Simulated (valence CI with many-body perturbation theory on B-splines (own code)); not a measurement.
Energy levels of Gd XXXIV

Method: valence CI with perturbative core correlation (CI+MBPT): three valence electrons over a frozen Dirac-Fock core [Ar] 3d10, a basis of 11 s, 11 p, 10 d, 8 f, 5 g, 2 h functions for each j, with the one-electron correlation potential Σ1, the two-electron term Σ2, the three-electron term Σ3, Breit, model QED; selected CI, second order for the rest, scaled by the run's own slope (own B-spline code, finite nucleus).

The last digits are not significant, and no measured levels were compared; by estimate large intervals hold to a few tenths of a per cent, small ones and those within an open d or f shell to about a per cent.

Levels 91 to 135 of 182, with energies above the lowest level, (4s^2 4p1/2) J=1/2. "Leading %" is the weight of the configuration and term that name the level; weights of strongly mixed levels are sums over their largest components and can fall short, so below about 35 % the name and the second component can differ from the true leading terms, or belong to a minority configuration. In the jj column 3d3/2^4 stands for four electrons in 3d with j = 3/2. Lifetimes count E1, E2, E3, M1 and M2 decay at the calculated energies, and are blank where another channel may lead or the interval is too uncertain; long ones can be off by a factor of two.

| No. | Configuration | Term | J | E (eV) | Leading % | Leading jj | Lifetime |
| --- | --- | --- | --- | --- | --- | --- | --- |
| 91 | 4s.4p.4f | 4F | 5/2 | 422.47 | 39 | 4s 4p3/2 4f5/2 (64 %) | 2.32 ps |
| 92 | 4s.4p.4f | 4F | 9/2 | 423.04 | 32 | 4s 4p3/2 4f7/2 (34 %) | 2.03 ps |
| 93 | 4s.4p.4f | 4D | 3/2 | 423.06 | 78 | 4s 4p3/2 4f5/2 (81 %) | 3.06 ps |
| 94 | 4s.4p.4f | 4D | 1/2 | 423.26 | 98 | 4s 4p3/2 4f5/2 (98 %) | 3.48 ps |
| 95 | 4s.4d2 | 2D | 5/2 | 424.27 | 24 | 4s 4d5/2^2 (34 %) | 1.62 ps |
| 96 | 4s.4d2 | 2F | 5/2 | 425.05 | 36 | 4s 4d5/2^2 (30 %) | 2.16 ps |
| 97 | 4s.4p.4f | 2F | 7/2 | 427.90 | 49 | 4s 4p3/2 4f7/2 (73 %) | 2.14 ps |
| 98 | 4s.4p.4f | 2F | 5/2 | 430.23 | 55 | 4s 4p3/2 4f5/2 (50 %) | 1.70 ps |
| 99 | 4s.4d2 | 2F | 7/2 | 430.84 | 49 | 4s 4d5/2^2 (36 %) | 2.41 ps |
| 100 | 4s.4d2 | 2P | 1/2 | 431.41 | 50 | 4s 4d3/2 4d5/2 (51 %) | 1.08 ps |
| 101 | 4s.4p.4f | 2G | 9/2 | 435.93 | 82 | 4s 4p3/2 4f7/2 (52 %) | 2.08 ps |
| 102 | 4s.4p.4f | 2D | 3/2 | 437.52 | 55 | 4s 4p3/2 4f7/2 (46 %) | 1.84 ps |
| 103 | 4s.4d2 | 2S | 1/2 | 440.67 | 56 | 4s 4d5/2^2 (76 %) | 1.55 ps |
| 104 | 4s.4d2 | 2P | 3/2 | 440.86 | 52 | 4s 4d5/2^2 (46 %) | 1.37 ps |
| 105 | 4s.4p.4f | 2G | 9/2 | 443.56 | 48 | 4s 4p3/2 4f7/2 (54 %) | 1.33 ps |
| 106 | 4s.4p.4f | 2G | 7/2 | 444.03 | 31 | 4s 4p3/2 4f5/2 (50 %) | 1.09 ps |
| 107 | 4s.4p.4f | 2D | 5/2 | 444.57 | 70 | 4s 4p3/2 4f7/2 (77 %) | 1.62 ps |
| 108 | 4s.4p.4f | 2D | 3/2 | 445.47 | 57 | 4s 4p3/2 4f5/2 (50 %) | 1.30 ps |
| 109 | 4s.4p.4f | 2G | 7/2 | 446.98 | 39 | 4s 4p3/2 4f7/2 (38 %) | 1.31 ps |
| 110 | 4s.4p.4f | 2F | 5/2 | 447.55 | 18 | 4s 4p3/2 4f5/2 (32 %) | 1.06 ps |
| 111 | 4p2.4f | 4G° | 5/2 | 456.62 | 30 | 4p1/2^2 4f5/2 (81 %) | 5.94 ps |
| 112 | 4p2.4f | 2F° | 7/2 | 460.63 | 29 | 4p1/2^2 4f7/2 (92 %) | 5.97 ps |
| 113 | 4p.4d2 | 4G° | 5/2 | 470.82 | 54 | 4p1/2 4d3/2^2 (78 %) | 3.00 ps |
| 114 | 4p.4d2 | 4G° | 7/2 | 479.20 | 59 | 4p1/2 4d3/2 4d5/2 (88 %) | 7.31 ps |
| 115 | 4p.4d2 | 2D° | 5/2 | 481.37 | 26 | 4p1/2 4d3/2 4d5/2 (86 %) | 4.96 ps |
| 116 | 4p.4d2 | 4D° | 1/2 | 481.74 | 53 | 4p1/2 4d3/2^2 (92 %) | 2.20 ps |
| 117 | 4p.4d2 | 2H° | 9/2 | 482.01 | 44 | 4p1/2 4d3/2 4d5/2 (80 %) | 8.93 ps |
| 118 | 4p.4d2 | 2D° | 3/2 | 482.44 | 36 | 4p1/2 4d3/2 4d5/2 (59 %) | 2.27 ps |
| 119 | 4p.4d2 | 2D° | 3/2 | 485.39 | 30 | 4p1/2 4d3/2^2 (60 %) | 1.61 ps |
| 120 | 4p.4d2 | 4P° | 1/2 | 485.53 | 50 | 4p1/2 4d3/2 4d5/2 (99 %) | 3.45 ps |
| 121 | 4p.4d2 | 2G° | 7/2 | 491.66 | 22 | 4p1/2 4d5/2^2 (38 %) | 3.71 ps |
| 122 | 4p.4d2 | 4F° | 5/2 | 492.65 | 21 | 4p1/2 4d3/2 4d5/2 (74 %) | 1.68 ps |
| 123 | 4p.4d2 | 4G° | 9/2 | 493.39 | 38 | 4p1/2 4d5/2^2 (67 %) | 6.28 ps |
| 124 | 4p.4d2 | 4D° | 7/2 | 494.09 | 33 | 4p1/2 4d3/2 4d5/2 (41 %) | 2.07 ps |
| 125 | 4p.4d2 | 4D° | 3/2 | 495.39 | 41 | 4p1/2 4d3/2 4d5/2 (64 %) | 1.84 ps |
| 126 | 4p2.4f | 2G° | 7/2 | 497.12 | 69 | 4p1/2 4p3/2 4f5/2 (84 %) | 2.59 ps |
| 127 | 4p2.4f | 4G° | 5/2 | 497.45 | 23 | 4p1/2 4p3/2 4f5/2 (41 %) | 2.64 ps |
| 128 | 4p.4d2 | 4P° | 3/2 | 499.02 | 43 | 4p1/2 4d5/2^2 (55 %) | 2.14 ps |
| 129 | 4p2.4f | 2D° | 5/2 | 499.81 | 27 | 4p1/2 4p3/2 4f5/2 (48 %) | 2.27 ps |
| 130 | 4p2.4f | 4G° | 9/2 | 500.04 | 45 | 4p1/2 4p3/2 4f5/2 (41 %) | 2.67 ps |
| 131 | 4p2.4f | 2H° | 11/2 | 500.42 | 54 | 4p1/2 4p3/2 4f7/2 (88 %) | 5.36 ps |
| 132 | 4p2.4f | 4F° | 5/2 | 500.88 | 36 | 4p1/2 4p3/2 4f5/2 (49 %) | 3.08 ps |
| 133 | 4p2.4f | 4F° | 9/2 | 500.91 | 51 | 4p1/2 4p3/2 4f7/2 (92 %) | 2.96 ps |
| 134 | 4p2.4f | 4F° | 3/2 | 500.98 | 70 | 4p1/2 4p3/2 4f5/2 (89 %) | 2.29 ps |
| 135 | 4p2.4f | 4G° | 7/2 | 501.16 | 25 | 4p1/2 4p3/2 4f7/2 (69 %) | 2.87 ps |

Where two levels of one J and parity lie close, their mixing, g and order are uncertain.
